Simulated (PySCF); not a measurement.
Species: C5H7N3O.
Z-matrix (Å and degrees, GFN2-xTB geometry), rows numbered from 1:
```
C 
C   1  1.5016
O   2  1.2110  1  124.12
C   2  1.4685  1  114.35  3   179.85
C   4  1.3880  2  128.89  1  -179.24
N   5  1.3444  4  104.46  2   179.98
C   6  1.4325  5  128.83  4  -180.00
N   6  1.3342  5  109.80  4     0.07
N   8  1.2706  6  109.20  5    -0.04
H   1  1.0878  2  109.18  3  -119.41
H   1  1.0865  2  110.26  3     1.91
H   1  1.0873  2  109.32  3   123.62
H   5  1.0690  4  131.56  2     0.09
H   7  1.0912  6  110.48  5    60.39
H   7  1.0910  6  110.43  5   -60.42
H   7  1.0884  6  107.61  5  -179.91
```

Computed at PBE0/pcSseg-1 (PySCF, non-relativistic), with Q(17O) = −0.0256 b, Q(14N) = 0.02044 b: O3, 17O (I = 5/2): χzz = 11.92 MHz, η = 0.403; N6, 14N (I = 1): χzz = -2.627 MHz, η = 0.403; N8, 14N (I = 1): χzz = -5.072 MHz, η = 0.616; N9, 14N (I = 1): χzz = -5.241 MHz, η = 0.003.

**Question.** Where would the pure quadrupole (NQR) lines of 17O at O3 fall for the rigid, isolated species?

**Answer.** From the eigenvalues of H = χ/[4I(2I − 1)] × [3Iz² − I(I + 1) + η(Ix² − Iy²)], steps between neighbouring levels, labelled as for η = 0: ±1/2↔±3/2 2.079 MHz, ±3/2↔±5/2 3.470 MHz (ketone oxygen).

**Question.** Where would the pure quadrupole (NQR) lines of 14N at N6 fall for the rigid, isolated species?

**Answer.** From ν± = (3/4)|χ|(1 ± η/3) and ν0 = |χ|η/2: ν+ 2.236 MHz, ν− 1.706 MHz, ν0 0.530 MHz (pyrrole-type nitrogen).

**Question.** Find the zero-field quadrupole resonance frequencies of 14N at N8.

**Answer.** From ν± = (3/4)|χ|(1 ± η/3) and ν0 = |χ|η/2: ν+ 4.586 MHz, ν− 3.023 MHz, ν0 1.563 MHz (pyridine-type nitrogen).

**Question.** Where would the pure quadrupole (NQR) lines of 14N at N9 fall for the rigid, isolated species?

**Answer.** From ν± = (3/4)|χ|(1 ± η/3) and ν0 = |χ|η/2: ν+ 3.934 MHz, ν− 3.926 MHz, ν0 0.008 MHz (pyridine-type nitrogen).

In a crystal, neighbours and librations shift these lines. GFN2-xTB bond lengths can be off by several hundredths of an ångström, more for odd bonds, and the gradients follow them. The small basis limits the accuracy of the gradients.

These values come from a run that also computed NMR shieldings. Time: 26 s; peak memory 0.83 GiB. Hardware: one thread of an Arm Neoverse V1, on a shared host.

One conformer stands for the species.
